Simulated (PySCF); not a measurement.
FeCl3, SMILES [Cl][Fe]([Cl])[Cl] (connectivity only; charge and spin as stated), neutral, multiplicity 6. Atoms are numbered in the order given.

```xyz
4

Fe     0.0000     0.0000     0.0000
Cl     2.1395     0.0000     0.0000
Cl    -1.0697    -1.8528     0.0000
Cl    -1.0697     1.8528     0.0000
```
Charge 0, spin multiplicity 6.

The structure is a stationary point at PBE0-D3(BJ)/def2-SVP. The multiplicity is an assumed one; other spin states were not compared. The isomer is the one that the SMILES or the coordinates give; other isomers of the formula were not compared.

Calculation: TDA-ωB97X/def2-SVPD (PySCF 2.14.0).

Vertical excitations; the highest root listed may be one member of a degenerate set. The molecule is in vacuum.

Computed UV-visible absorptions:
```json
[
 {"state": "root 1", "energy (eV)": "2.32", "λ (nm)": "534", "f": "0.000", "main pairs": "β HOMO→LUMO+1 (degenerate set)"},
 {"state": "root 2", "energy (eV)": "2.32", "λ (nm)": "534", "f": "0.000", "main pairs": "β HOMO→LUMO+2 (degenerate set)"},
 {"state": "root 3", "energy (eV)": "2.39", "λ (nm)": "518", "f": "0.000", "main pairs": "β HOMO→LUMO 99 %"},
 {"state": "root 4", "energy (eV)": "2.68", "λ (nm)": "463", "f": "0.000", "main pairs": "β HOMO−3→LUMO (degenerate set)"},
 {"state": "root 5", "energy (eV)": "2.68", "λ (nm)": "463", "f": "0.000", "main pairs": "β HOMO−2→LUMO (degenerate set)"},
 {"state": "root 6", "energy (eV)": "2.84", "λ (nm)": "437", "f": "0.016", "main pairs": "β HOMO−3→LUMO+1, β HOMO−2→LUMO+2, β HOMO→LUMO+4, β HOMO−1→LUMO+1 (degenerate set)"},
 {"state": "root 7", "energy (eV)": "2.84", "λ (nm)": "437", "f": "0.016", "main pairs": "β HOMO−3→LUMO+2, β HOMO−2→LUMO+1, β HOMO→LUMO+3, β HOMO−1→LUMO+2 (degenerate set)"},
 {"state": "root 8", "energy (eV)": "2.98", "λ (nm)": "416", "f": "0.000", "main pairs": "β HOMO−4→LUMO+1 41 %, β HOMO−5→LUMO+2 41 %, β HOMO−6→LUMO+1 8 %, β HOMO−7→LUMO+2 8 %"},
 {"state": "root 9", "energy (eV)": "3.09", "λ (nm)": "401", "f": "0.006", "main pairs": "β HOMO−1→LUMO 96 %"},
 {"state": "root 10", "energy (eV)": "3.09", "λ (nm)": "401", "f": "0.000", "main pairs": "β HOMO−2→LUMO+2 50 %, β HOMO−3→LUMO+1 50 %"}
]
```
Unrestricted roots are not spin-pure.
